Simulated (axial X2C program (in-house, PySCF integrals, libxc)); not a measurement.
## Ionising WP

Computed with an axial X2C code built on PySCF integrals, spin-free (one-electron X2C) or two-component (2c: spin–orbit coupling with atomic mean-field Coulomb and Gaunt terms, which also bring small scalar terms), in Dyall basis sets with cores contracted in-house; open shells are unrestricted.

Basis sets: P dyall-v3z, W dyall-cv3z. Frozen shells (counts by l): WP W 5s4p2d1f, P 2s1p, 11 electrons correlated; WP⁺ W 5s4p2d1f, P 2s1p, 10 electrons correlated. Coupled cluster in natural virtuals with an MP2 remainder. Where the outer core of a metal is frozen, bonds come out longer and ionisation energies lower.

| Hamiltonian | level | WP state | Re (Å) | ωe (cm⁻¹) | De (eV) |
| --- | --- | --- | --- | --- | --- |
| spin-free | PBE0 | M_S = 3/2, Λ = 0 | 2.116 | 499.2 | n/a |
| spin-free | CCSD | M_S = 3/2, Λ = 0 | 2.137 | 472.7 | n/a |
| spin-free | CCSD(T) | M_S = 3/2, Λ = 0 | 2.125 | 495.7 | n/a |
| 2c | PBE0 | Ω = 3/2 | 2.118 | 494.9 | n/a |

Adiabatic ionisation energy (minimum to minimum, no zero-point term) and constants of WP⁺:

```csv
Hamiltonian,level,WP⁺ state,IE (eV),Re (Å),ωe (cm⁻¹),De (eV),fragments
spin-free,PBE0,"M_S = 1, Λ = 2",8.32,2.086,533.1,3.57,W+ + P
spin-free,CCSD,"M_S = 1, Λ = 2",8.01,2.102,500.3,2.91,W+ + P
spin-free,CCSD(T),"M_S = 1, Λ = 2",8.03,2.093,528.1,3.25,W+ + P
2c,PBE0,Ω = 1,8.03,2.091,521.4,n/a,W+ + P
```

Problem. Add the zero-point terms to the ionisation energy at PBE0, 2c, and say whether the electron removed was bonding.

Solution. IE0 = IE + (ωe⁺ − ωe)/2 = 8.03 + (0.002) = 8.03 eV. Re changes by -0.027 Å, but the two determinants differ by more than one electron in one block, so no single orbital tells the change.

Each entry is the lowest single determinant of a limited PBE0 search at one distance. De goes to single-determinant-based atoms at the same level (for ions the charge split of lowest energy) and is withheld (n/a) where an atom does not fit its ground term or J level. Main or longest-lived isotopes. One determinant is a doubtful description, or other states lie close, for WP, WP⁺; these need not be ground states, and all values refer to the states named. With several unpaired electrons the Ω given is that of one determinant, not necessarily of the lowest component. The functionals have no current term, which raises determinants with orbital currents.
